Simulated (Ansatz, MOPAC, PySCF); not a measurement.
Dimer: HF (SMILES F) (first 2 atoms) with HCl (SMILES Cl); geometry from B3LYP-D3(BJ)/def2-TZVP, rigid monomers moved along the line of their centres of mass till H2···Cl3 is 4.12 Å.
(charge 0, multiplicity 1):
```xyz
4

F     -0.012    -0.084    -0.139
H      0.154     0.134     0.751
Cl    -0.058     0.796     4.812
H     -1.272     0.379     4.793
```

Monomers are frozen at their geometry in the pair; levels with a basis set take the counterpoise correction. Rows marked so take none.

Cores are frozen in the correlated methods. CBS(a, b) extrapolates the correlation energy as X⁻³ and adds the Hartree–Fock energy of set b. Rows in 3-21G, 6-31G*, STO-3G carry no dispersion term and start afresh at each structure (6-31G* with six Cartesian d functions). MP2/6-31G* freezes PySCF's default core. The state that AM1, PM6 reach isn't checked.

The values were computed with Ansatz (a first-principles code); MOPAC for AM1, PM6 (differences of heats of formation); PySCF for 3-21G rows, 6-31G* rows, STO-3G rows, the dispersion terms. Values without a source in brackets are computed.

Other levels give for the interaction energy: PBE/def2-TZVPPD -0.52; B3LYP/def2-TZVPPD -0.43; B3LYP-D3(BJ)/def2-TZVPPD -0.54; wB97M-V/def2-TZVPPD -0.54; CCSD(T)/CBS(aug-cc-pV(T+d)Z, aug-cc-pV(Q+d)Z) -0.54 kcal/mol.

Q: What do these common cheap choices give for the same quantity: AM1, PM6, HF/STO-3G (no counterpoise), HF/3-21G (no counterpoise), BP86/6-31G* (no counterpoise), B3LYP/6-31G*, MP2/6-31G*, MP2/6-31G* (no counterpoise)?

A: AM1 -0.24; PM6 -0.22; HF/STO-3G (no counterpoise) -0.23; HF/3-21G (no counterpoise) -0.52; BP86/6-31G* (no counterpoise) -0.44; B3LYP/6-31G* -0.45; MP2/6-31G* -0.52; MP2/6-31G* (no counterpoise) -0.56 kcal/mol. They span -0.56 to -0.22 kcal/mol.
